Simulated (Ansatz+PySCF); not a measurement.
## singlet Li(-): levels of theory in one basis

A single Li atom.

Basis set: aug-cc-pVDZ (spherical functions). All electrons are correlated. Charge -1, multiplicity 1.

Computed with Ansatz (development build ahead of 0.2.0); each method stands on the lowest determinant of its kind that the runs found. NEVPT2 correlates all electrons. Active spaces start from the frontier orbitals, and the lowest solution found is given.

```json
{"method": "RHF", "E − E(RHF) (eV)": "0.00", "<S²> of the determinant": "0.00"}
{"method": "UHF", "E − E(RHF) (eV)": "-0.08", "<S²> of the determinant": "0.53"}
{"method": "RHF-MP2", "E − E(RHF) (eV)": "-0.44", "<S²> of the determinant": "–"}
{"method": "UHF-MP2", "E − E(RHF) (eV)": "-0.33", "<S²> of the determinant": "0.53"}
{"method": "RHF-CCSD", "E − E(RHF) (eV)": "-0.73", "<S²> of the determinant": "–"}
{"method": "RHF-CCSD(T)", "E − E(RHF) (eV)": "-0.74", "<S²> of the determinant": "–"}
{"method": "full CI (lowest root of this spin)", "E − E(RHF) (eV)": "-0.74", "<S²> of the determinant": "–"}
{"method": "CASSCF(2,4)", "E − E(RHF) (eV)": "-0.66", "<S²> of the determinant": "–"}
{"method": "CASSCF(2,2)", "E − E(RHF) (eV)": "-0.29", "<S²> of the determinant": "–"}
{"method": "SC-NEVPT2(2,4)", "E − E(RHF) (eV)": "-0.69", "<S²> of the determinant": "–"}
{"method": "SC-NEVPT2(2,2)", "E − E(RHF) (eV)": "-0.45", "<S²> of the determinant": "–"}
```

Is a single determinant a sound starting point here?

It is doubtful: the CASSCF occupations are far from whole numbers, though unrestricted orbitals gain only 0.08 eV with <S²> 0.53 against 0.00 for a pure state. The CASSCF(2,4) natural occupations are 1.74, 0.09, 0.09, 0.09. The CASSCF(2,2) natural occupations are 1.84, 0.16.

Caution for UHF, UHF-MP2: the unrestricted determinant is spin contaminated. Caution for UHF-MP2: another reference gives a lower total.
